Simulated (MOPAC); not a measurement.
Input file for MOPAC: AM1 on SiCl, 2S+1 = 2, a spin state set in the input, which need not be the lowest, a point of a bond scan (R = 1.922 Å).

```
AM1 1SCF PRECISE CHARGE=0 UHF MS=0.5 THREADS=1
ClSi

Si     0.00000000 1     0.00000000 1     0.00000000 1
Cl     0.00000000 1     0.00000000 1     1.92242500 1
```

Program output:

```
*******************************************************************************
 **                                                                           **
 **                              MOPAC v23.2.5                                **
 **                                                                           **
 *******************************************************************************
 ** MOPAC's Digital Object Identifier: https://doi.org/10.5281/zenodo.6511958 **
 **                                                                           **
 ** Please cite the open-source release paper for use of this MOPAC version:  **
 ** J. E. Moussa and J. J. P. Stewart (2026)                                  **
 ** MOPAC: An open-source semiempirical molecular orbital program             **
 ** J. Open Source Softw., 11(119), 8025, https://doi.org/10.21105/joss.08025 **
 *******************************************************************************

                              AM1 CALCULATION RESULTS

 *******************************************************************************
 *  AM1        - The AM1 Hamiltonian to be used
 *  UHF        - UNRESTRICTED HARTREE-FOCK CALCULATION
 *
 *
 *
 *                 CHARGE ON SYSTEM = 0
 *
 *
 *
 *  MS=        - IN MECI, MAGNETIC COMPONENT OF SPIN =  0.5
 *  PRECISE    - TIGHTER CRITERIA TO BE USED
 *  1SCF       - DO 1 SCF AND THEN STOP
 *  THREADS=1  - MULTI-THREADING NOT USED
 *  T=         - A TIME OF 172800.0 SECONDS REQUESTED
 *  DUMP=N     - RESTART FILE WRITTEN EVERY 7200.0 SECONDS REQUESTED
 *******************************************************************************
AM1 1SCF PRECISE CHARGE=0 UHF MS=0.5 THREADS=1
 ClSi

   ATOM   CHEMICAL          X               Y               Z
  NUMBER   SYMBOL      (ANGSTROMS)     (ANGSTROMS)     (ANGSTROMS)

     1      Si          0.00000000  *   0.00000000  *   0.00000000  *
     2      Cl          0.00000000  *   0.00000000  *   1.92242500  *



          CARTESIAN COORDINATES

    NO.       ATOM           X           Y           Z

     1        Si          0.0000      0.0000      0.0000
     2        Cl          0.0000      0.0000      1.9224

 Si: (AM1): M.J.S.DEWAR, C. JIE, ORGANOMETALLICS, 6, 1486-1490 (1987).
 Cl: (AM1): M.J.S. DEWAR AND E. G. ZOEBISCH, THEOCHEM, 180, 1 (1988).

           Empirical Formula: Si Cl  =     2 atoms



      MOLECULAR POINT GROUP   :   C*v


          UHF CALCULATION, NO. OF ALPHA ELECTRONS =    6
                           NO. OF BETA  ELECTRONS =    5

 -------------------------------------------------------------------------------
 AM1 1SCF PRECISE CHARGE=0 UHF MS=0.5 THREADS=1
 ClSi



     1SCF WAS SPECIFIED, SO BFGS WAS NOT USED
     SCF FIELD WAS ACHIEVED


                              AM1 CALCULATION
                                                       MOPAC v23.2.5 Linux




          FINAL HEAT OF FORMATION =         27.18639 KCAL/MOL =     113.74786 KJ/MOL


          COSMO AREA              =         92.38 SQUARE ANGSTROMS
          COSMO VOLUME            =         79.65 CUBIC ANGSTROMS

          IONIZATION POTENTIAL    =          7.597400 EV
          ALPHA SOMO LUMO (EV)    =         -7.597 -1.488
          BETA  SOMO LUMO (EV)    =         -8.082 -1.021
          NO. OF ALPHA ELECTRONS  =          6
          NO. OF BETA  ELECTRONS  =          5
          MOLECULAR WEIGHT        =         63.5385         POINT GROUP:  C*v

          MOLECULAR DIMENSIONS (Angstroms)

            Atom       Atom       Distance
           Cl     2   Si     1     1.92243
           Cl     2   Si     1     0.00000
           Si     1   Cl     2     0.00000


          SCF CALCULATIONS        =          1





   ATOM   CHEMICAL          X               Y               Z
  NUMBER   SYMBOL      (ANGSTROMS)     (ANGSTROMS)     (ANGSTROMS)

     1      Si          0.00000000  *   0.00000000  *   0.00000000  *
     2      Cl          0.00000000  *   0.00000000  *   1.92242500  *

                             CARTESIAN COORDINATES

   1   Si        0.000000000     0.000000000     0.000000000
   2   Cl        0.000000000     0.000000000     1.922425000


           Empirical Formula: Si Cl  =     2 atoms



      MOLECULAR POINT GROUP   :   C*v


          ALPHA EIGENVALUES
 -38.07520 -16.58766 -13.96806 -13.71795  -8.89486  -7.59740  -1.48794  -0.24184


           BETA EIGENVALUES
 -37.94451 -16.19249 -13.69523 -13.53722  -8.08169  -1.02091  -0.34575   0.56928


              NET ATOMIC CHARGES AND DIPOLE CONTRIBUTIONS

  ATOM NO.   TYPE          CHARGE      No. of ELECS.   s-Pop       p-Pop
    1         Si           0.268917        3.7311     1.70596     2.02512
    2         Cl          -0.268917        7.2689     1.97081     5.29811
 DIPOLE           X         Y         Z       TOTAL
 POINT-CHG.     0.000     0.000    -2.483     2.483
 HYBRID         0.000    -0.000     3.024     3.024
 SUM            0.000    -0.000     0.541     0.541


          ATOMIC ORBITAL ELECTRON POPULATIONS

     Atom    s        px        py        pz
    1 Si   1.70596   1.06244   0.15551   0.80717
    2 Cl   1.97081   1.93756   1.84449   1.51606


                    (SZ)    =    0.500000
                    (S**2)  =    0.790256


          ATOMIC ORBITAL SPIN POPULATIONS

    Atom   Total    s     px     py     pz
         Atomic
    1 Si  0.9396  0.133  0.938  0.010 -0.141
    2 Cl  0.0604 -0.000  0.062 -0.010  0.008

 **********************
 *                    *
 * JOB ENDED NORMALLY *
 *                    *
 **********************




 == MOPAC DONE ==
```

The run finished.

Cost: around 0.010 core-seconds (rough).
